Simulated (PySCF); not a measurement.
C$_{2}$H$_{10}$N$_{2}$Si (SMILES CN[SiH2]NC), singlet, geometry from GFN2-xTB; DF-CAMB3LYP/def2-SVP run with PySCF.

The PySCF input:
```python
from pyscf import gto, scf, dft

mol = gto.Mole()
mol.atom = '''
    Si    0.02191455   -0.53967867    0.65169805
    N    -1.08824551    0.42763061   -0.23523175
    C    -2.50922438    0.18851065   -0.23670993
    N     1.55590556    0.15777411    0.30348224
    C     2.06687769    0.31991335   -1.03667907
    H    -0.04351249   -0.49766748    2.12002192
    H    -0.22873541   -1.90911750    0.17590845
    H    -0.87700446    1.41278138   -0.30253277
    H    -3.01229915    0.61639951    0.63891938
    H    -2.96366222    0.61234537   -1.13523088
    H    -2.68401358   -0.88511855   -0.23229376
    H     2.29684231   -0.05484065    0.95281944
    H     2.56385077   -0.58299019   -1.41068107
    H     1.23770319    0.55147642   -1.70005590
    H     2.78448705    1.14385601   -1.06806703
'''
mol.basis = 'def2-svp'
mol.verbose = 4
mol.max_memory = 1800
mol.build()

mf = dft.RKS(mol)
mf.xc = 'camb3lyp'
mf = mf.density_fit(auxbasis='def2-universal-jkfit')
mf.kernel()
```

Output, abridged:

```
PySCF version 2.14.0

[INPUT] verbose = 4
[INPUT] num. atoms = 15
[INPUT] num. electrons = 50
[INPUT] charge = 0
[INPUT] spin (= nelec alpha-beta = 2S) = 0
[INPUT] symmetry False subgroup None
[INPUT] Mole.unit = angstrom
[INPUT] Symbol           X                Y                Z      unit          X                Y                Z       unit  Magmom
[INPUT]  1 Si     0.021914550000  -0.539678670000   0.651698050000 AA    0.041412497643  -1.019844881570   1.231530830413 Bohr   0.0
[INPUT]  2 N     -1.088245510000   0.427630610000  -0.235231750000 AA   -2.056485970188   0.808104735381  -0.444523583302 Bohr   0.0
[INPUT]  3 C     -2.509224380000   0.188510650000  -0.236709930000 AA   -4.741746863282   0.356233500064  -0.447316938665 Bohr   0.0
[INPUT]  4 N      1.555905560000   0.157774110000   0.303482240000 AA    2.940235384088   0.298149857447   0.573498317270 Bohr   0.0
[INPUT]  5 C      2.066877690000   0.319913350000  -1.036679070000 AA    3.905832767074   0.604548615092  -1.959039521369 Bohr   0.0
[INPUT]  6 H     -0.043512490000  -0.497667480000   2.120021920000 AA   -0.082226689098  -0.940455238302   4.006260806875 Bohr   0.0
[INPUT]  7 H     -0.228735410000  -1.909117500000   0.175908450000 AA   -0.432247279890  -3.607709214614   0.332418793497 Bohr   0.0
[INPUT]  8 H     -0.877004460000   1.412781380000  -0.302532770000 AA   -1.657298239422   2.669769882085  -0.571704079006 Bohr   0.0
[INPUT]  9 H     -3.012299150000   0.616399510000   0.638919380000 AA   -5.692420398760   1.164826257216   1.207382643877 Bohr   0.0
[INPUT] 10 H     -2.963662220000   0.612345370000  -1.135230880000 AA   -5.600509921520   1.157165042945  -2.145275451349 Bohr   0.0
[INPUT] 11 H     -2.684013580000  -0.885118550000  -0.232293760000 AA   -5.072050580813  -1.672631647272  -0.438971586845 Bohr   0.0
[INPUT] 12 H      2.296842310000  -0.054840650000   0.952819440000 AA    4.340402917213  -0.103633808993   1.800567787761 Bohr   0.0
[INPUT] 13 H      2.563850770000  -0.582990190000  -1.410681070000 AA    4.844975779555  -1.101691792408  -2.665800871408 Bohr   0.0
[INPUT] 14 H      1.237703190000   0.551476420000  -1.700055900000 AA    2.338920052601   1.042139397956  -3.212640047451 Bohr   0.0
[INPUT] 15 H      2.784487050000   1.143856010000  -1.068067030000 AA    5.261917921898   2.161574584838  -2.018354169378 Bohr   0.0

nuclear repulsion = 247.803404677232
number of shells = 62
number of NR pGTOs = 202
number of NR cGTOs = 124
basis = def2-svp
ecp = {}

******** <class 'pyscf.df.df_jk.DFRKS'> ********
method = DFRKS
initial guess = minao
damping factor = 0
level_shift factor = 0
DIIS = <class 'pyscf.scf.diis.CDIIS'>
diis_start_cycle = 1
diis_space = 8
diis_damp = 0
SCF conv_tol = 1e-09
SCF conv_tol_grad = None
SCF max_cycles = 50
direct_scf = False
XC library pyscf.dft.libxc version 7.1.2
    S. Lehtola, C. Steigemann, M. J. T. Oliveira, and M. A. L. Marques,  SoftwareX 7, 1–5 (2018)
XC functionals = camb3lyp
    T. Yanai, D. P. Tew, and N. C. Handy,  Chem. Phys. Lett. 393, 51 (2004)
radial grids:
    Treutler-Ahlrichs [JCP 102, 346 (1995); DOI:10.1063/1.469408] (M4) radial grids

becke partition: Becke, JCP 88, 2547 (1988); DOI:10.1063/1.454033
pruning grids: <function nwchem_prune>
grids dens level: 3
symmetrized grids: False
atomic radii adjust function: <function treutler_atomic_radii_adjust>
small_rho_cutoff = 0
Set gradient conv threshold to 3.16228e-05
Initial guess from minao.
tot grids = 173304
******** <class 'pyscf.df.df.DF'> ********
auxbasis = def2-universal-jkfit
Create RSH-DF object <pyscf.df.df.DF object> for omega=0.33
******** <class 'pyscf.df.df.DF'> ********
auxbasis = auxmol.basis = def2-universal-jkfit
init E= -481.284077765307
  HOMO = -0.282903291688766  LUMO = 0.0190183360322549  gap/eV = 8.21571
cycle= 1 E= -480.874905231142  delta_E= 0.409  |g|= 0.455  |ddm|= 3.61
  HOMO = -0.215931059548934  LUMO = 0.0984689731667796  gap/eV = 8.55526
cycle= 2 E= -480.872845389304  delta_E= 0.00206  |g|= 0.481  |ddm|= 0.836
  HOMO = -0.289257817707869  LUMO = 0.085984208280637  gap/eV = 10.21086
cycle= 3 E= -480.922322575658  delta_E= -0.0495  |g|= 0.0363  |ddm|= 0.444
  HOMO = -0.285930122928383  LUMO = 0.0870083295783655  gap/eV = 10.14817
cycle= 4 E= -480.922627635076  delta_E= -0.000305  |g|= 0.00869  |ddm|= 0.0403
  HOMO = -0.285944355512689  LUMO = 0.087061290751858  gap/eV = 10.15000
cycle= 5 E= -480.922644883134  delta_E= -1.72e-05  |g|= 0.0033  |ddm|= 0.0111
  HOMO = -0.286123341996025  LUMO = 0.0869604724489488  gap/eV = 10.15213
cycle= 6 E= -480.922647593173  delta_E= -2.71e-06  |g|= 0.00037  |ddm|= 0.00315
  HOMO = -0.2861375626275  LUMO = 0.0869600595902162  gap/eV = 10.15250
cycle= 7 E= -480.922647636318  delta_E= -4.31e-08  |g|= 8.55e-05  |ddm|= 0.000707
  HOMO = -0.286126403071571  LUMO = 0.0869642503892076  gap/eV = 10.15231
cycle= 8 E= -480.922647638694  delta_E= -2.38e-09  |g|= 4.66e-05  |ddm|= 0.0002
  HOMO = -0.286129578984263  LUMO = 0.086963287810522  gap/eV = 10.15237
cycle= 9 E= -480.922647639251  delta_E= -5.57e-10  |g|= 1.34e-05  |ddm|= 6.74e-05
  HOMO = -0.286129612077291  LUMO = 0.0869626963690466  gap/eV = 10.15236
Extra cycle  E= -480.922647639276  delta_E= -2.49e-11  |g|= 1.41e-05  |ddm|= 3.45e-05
converged SCF energy = -480.922647639276
```
